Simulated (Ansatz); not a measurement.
Consider the cleavage of the Si–Ge bond: `[CH3][Ge]([F])([F])[SiH3]` + `CC#CS` → `CC#CS[SiH3]` + `[CH3][GeH]([F])[F]`.

Gas-phase electronic energies from Ansatz, PBE0-D4/def2-TZVP geometries. CBS: MP2 limit from def2 TZ/QZ plus the TZ coupled-cluster correction, frozen cores. Functionals use def2-TZVPP. B3LYP here is the variant with VWN-RPA as its local correlation; programs differ in this. For Ge outer-core shells are correlated without core-valence functions, which leaves a few kJ/mol of doubt a bond. Scalar relativity is left out up to krypton. Each species was taken in one conformer, which may not be the lowest.

`[CH3][Ge]([F])([F])[SiH3]`:

```xyz
11

C     0.021    1.857    0.326
Ge   -0.653    0.052    0.189
F    -1.330   -0.352    1.741
F    -2.043    0.112   -0.857
Si    0.690   -1.796   -0.510
H    -0.790    2.505    0.660
H     0.837    1.901    1.048
H     0.380    2.200   -0.645
H     1.833   -1.934    0.428
H    -0.143   -3.023   -0.500
H     1.198   -1.522   -1.878
```

`CC#CS`:

Cartesian coordinates in Å:
```
C 1.474 0.089 -0.190
C 0.029 0.029 -0.131
C -1.175 -0.020 -0.072
S -2.854 -0.051 -0.135
H 1.795 0.688 -1.046
H 1.916 -0.906 -0.290
H 1.883 0.554 0.711
H -3.068 -0.382 1.152
```

`CC#CS[SiH3]`:

Cartesian coordinates in Å:
```
C 0.419 -2.492 -0.051
C 0.689 -1.070 0.013
C 0.914 0.114 0.067
S 1.276 1.756 0.145
Si -0.754 2.449 0.026
H 0.877 -2.941 -0.936
H -0.657 -2.678 -0.099
H 0.808 -3.007 0.831
H -1.370 2.008 -1.248
H -1.538 1.931 1.173
H -0.665 3.930 0.080
```

`[CH3][GeH]([F])[F]`:

Cartesian coordinates in Å:
```
C 0.904 0.546 -0.085
Ge -0.689 -0.501 0.160
F -1.037 -1.325 -1.322
F -2.027 0.577 0.372
H 1.107 1.133 0.812
H 1.753 -0.107 -0.288
H 0.758 1.219 -0.930
H -0.769 -1.542 1.280
```

```json
{"level": "B3LYP-D4", "ΔE (kJ/mol)": "-39.8", "difference from CCSD(T)/CBS": "5.7"}
{"level": "PBE", "ΔE (kJ/mol)": "-34.2", "difference from CCSD(T)/CBS": "11.3"}
{"level": "r2SCAN", "ΔE (kJ/mol)": "-42.6", "difference from CCSD(T)/CBS": "2.9"}
{"level": "PBE0", "ΔE (kJ/mol)": "-39.6", "difference from CCSD(T)/CBS": "5.9"}
{"level": "B3LYP", "ΔE (kJ/mol)": "-38.1", "difference from CCSD(T)/CBS": "7.4"}
{"level": "MP2/def2-TZVPP", "ΔE (kJ/mol)": "-55.0", "difference from CCSD(T)/CBS": "-9.5"}
{"level": "CCSD/def2-TZVPP", "ΔE (kJ/mol)": "-44.5", "difference from CCSD(T)/CBS": "1.0"}
{"level": "CCSD(T)/def2-TZVPP", "ΔE (kJ/mol)": "-45.0", "difference from CCSD(T)/CBS": "0.5"}
{"level": "HF/CBS(def2)", "ΔE (kJ/mol)": "-52.5", "difference from CCSD(T)/CBS": "-7.0"}
{"level": "MP2/CBS(def2)", "ΔE (kJ/mol)": "-55.5", "difference from CCSD(T)/CBS": "-10.0"}
{"level": "CCSD(T)/CBS", "ΔE (kJ/mol)": "-45.5", "difference from CCSD(T)/CBS": "0"}
```

Largest T1 diagnostic among the species: 0.012.

From PBE to PBE0 (25 % exact exchange), in def2-TZVPP and without D4, ΔE moves by −5.4 kJ/mol.
